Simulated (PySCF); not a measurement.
Correlation energy of P⁻ (phosphorus, charge -1)

[Ne] 3s2 3p4, high-spin 3P determinant. Computed with PySCF 2.14 in aug-cc-pCVTZ-DK with one added diffuse shell each of s, p, d, f type (9s8p6d4f, 91 functions), with the spin-free X2C one-electron Hamiltonian (Gaussian nucleus). Frozen: [Ne]; 6 electrons correlated.

```json
{"level": "CCSD", "correlation energy (mhartree)": "-134.70"}
{"level": "(T)", "correlation energy (mhartree)": "-6.67"}
{"level": "CCSD(T)", "correlation energy (mhartree)": "-141.37"}
```

Diagnostics: T1 = 0.016, D1 = 0.0341, largest double amplitude 0.045.

Question: Is a single reference adequate?

Answer: Yes: T1 lies below 0.03 and no double amplitude reaches 0.07.
